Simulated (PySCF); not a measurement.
Where does 4-fluoroaniline take a proton?

Molecule: 4-fluoroaniline, `Nc1ccc(F)cc1` (C6H6FN). Coordinates in Å; atoms count from 1 in this order:
```
N     2.2949   -0.2727   -0.3313
C     0.9336   -0.1106   -0.1376
C     0.3536    1.1689   -0.1162
C    -1.0204    1.3326    0.0283
C    -1.8338    0.2142    0.1529
F    -3.1544    0.3689    0.2947
C    -1.2904   -1.0634    0.1341
C     0.0840   -1.2224   -0.0108
H     2.8725    0.5197   -0.0830
H     2.6838   -1.1496   -0.0099
H     0.9919    2.0505   -0.2181
H    -1.4710    2.3267    0.0469
H    -1.9505   -1.9270    0.2344
H     0.5093   -2.2292   -0.0297
```

Computed at ωB97X-D3(BJ)/def2-TZVP // PBE0-D3(BJ)/def2-SVP with PySCF (density fitting, grid level 2). Zero-point and thermal terms (298.15 K, 1 bar) come from unscaled PBE0-D3(BJ)/def2-SVP harmonic frequencies, with soft modes damped to free rotors in the entropy.

| site | product | PA / kJ/mol | GB / kJ/mol | gas share |
| --- | --- | --- | --- | --- |
| N1 (aryl amine nitrogen) | `[NH3+]c1ccc(F)cc1` | 881 | 852 | > 99.9 % |
| C3 (aromatic carbon) | `[NH2+]=C1C=CC(F)=CC1` | 857 | 826 | < 0.1 % |
| C5 (aromatic carbon) | `[NH2+]=C1C=CC(F)C=C1` | 842 | 810 | < 0.1 % |
| C4 (aromatic carbon) | `NC1=CCC(=[F+])C=C1` | 785 | 757 | < 0.1 % |

PA is −ΔH and GB is −ΔG of B + H⁺ → BH⁺ in the gas phase. Shares are Boltzmann weights among the listed products; an error of 10 kJ/mol changes a ratio about 56-fold. Sites whose products fell apart, merged with another or lost in a GFN2-xTB screen aren't listed.

Of the listed sites N1 (aryl amine nitrogen) is favoured in the gas phase, 26 kJ/mol ahead of C3 in free energy.

Measured values (NIST Chemistry WebBook, evaluated or the median of agreeing entries): proton affinity (−ΔH) 872 kJ/mol (computed 881, difference 10); gas-phase basicity (−ΔG) 840 kJ/mol (computed 852, difference 12). These are compared with the most favourable site that keeps the skeleton.

Structures, frequencies and single points took 93 min of wall time on 1 thread of Arm Neoverse N1 (shared host), launched as `OMP_NUM_THREADS=1 python redox_run.py task.json out`.

Differences come from unrounded values, so a last digit can differ from that of the printed terms.
